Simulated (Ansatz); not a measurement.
The same path of FH$_{3}$HfO$_{3}$ (8 atoms, charge 0, multiplicity 1) was run twice with different band settings. Lost on the way: Hf1–F2, O3–H4. Made: F2–H4.

Level of theory: UKS PBE-D4/def2-SVP (Ansatz).

Relaxed end points:

```xyz
8
Properties=species:S:1:pos:R:3
Hf 0.313 -0.193 -0.034
F 1.952 -1.209 -0.225
O -0.749 -0.445 -1.631
H -1.352 -0.504 -2.380
O 0.776 1.672 0.187
O -0.632 -0.849 1.521
H 0.884 2.624 0.297
H -1.192 -1.096 2.266
```

```xyz
8
Properties=species:S:1:pos:R:3
Hf -0.857 0.794 0.162
F 0.235 -2.276 -0.600
O -0.351 0.010 -1.396
H 0.058 -1.420 -1.079
O 0.310 2.330 0.500
O -0.424 -0.638 1.395
H 1.141 2.651 0.112
H -0.112 -1.452 0.905
```

Common settings: climbing image yes; spring 5.0 eV/Å²; optimiser quadratic models (default); start path through a guess of the saddle point; force threshold 0.05 eV/Å; iteration limit 60; end points relaxed.

| run | movable images |
| --- | --- |
| 1 | 7 |
| 2 | 2 |

Question: What does each run give, and how far can it be trusted?

Answer: Run 1: converged after 20 iterations, highest image 3.237 eV above the first end. Neighbouring images differ by up to 1.5 eV, so the band resolves the path poorly. A vibrational analysis at the climbing image gives one clearly imaginary mode, 124i cm⁻¹: a first-order saddle point.
Run 2: converged after 31 iterations, highest image 3.118 eV above the first end. Neighbouring images differ by up to 1.9 eV, so the band resolves the path poorly. The order of the stationary point at the top wasn't checked. So few images can step over the top or miss a turn of the path.
The orbitals stay closed-shell, which can raise the energy where a bond breaks towards radicals; this wasn't checked here.
